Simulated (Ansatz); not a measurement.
The cluster Mg₃N₂. Charge 0, multiplicity 3. Geometry PBE-D4/def2-SVP, that of the charge +1 doublet; atoms count from 1.

| atom | x (Å) | y (Å) | z (Å) |
| --- | --- | --- | --- |
| Mg1 | 0.414 | -2.230 | -0.421 |
| Mg2 | -0.267 | 1.673 | 2.018 |
| Mg3 | -0.053 | -0.027 | -2.307 |
| N4 | 0.050 | -0.161 | 0.743 |
| N5 | -0.143 | 0.746 | -0.034 |

The structure comes from a short search, and lower isomers may exist.

Question: Estimate the Mulliken populations from the PBE0/def2-TZVP orbitals of Ansatz.

Answer: 
```tsv
atom	charge (e)	spin (α − β)
Mg1	0.11	0.26
Mg2	0.47	1.12
Mg3	0.11	0.26
N4	-0.35	0.18
N5	-0.35	0.18
```
Mulliken values and Mayer orders depend strongly on the basis.

Question: Where does the spin sit?

Answer: Summed by element: Mg 1.64, N 0.36, of 2 unpaired in all. Largest on single atoms: Mg2 1.12, Mg1 0.26, Mg3 0.26.

Question: And the Mayer bond orders between bonded heavy atoms (over 0.3)?

Answer: Mg1–Mg3 0.49 (2.94 Å); Mg2–N4 0.38 (2.26 Å); Mg2–N5 0.38 (2.25 Å); N4–N5 1.81 (1.21 Å).
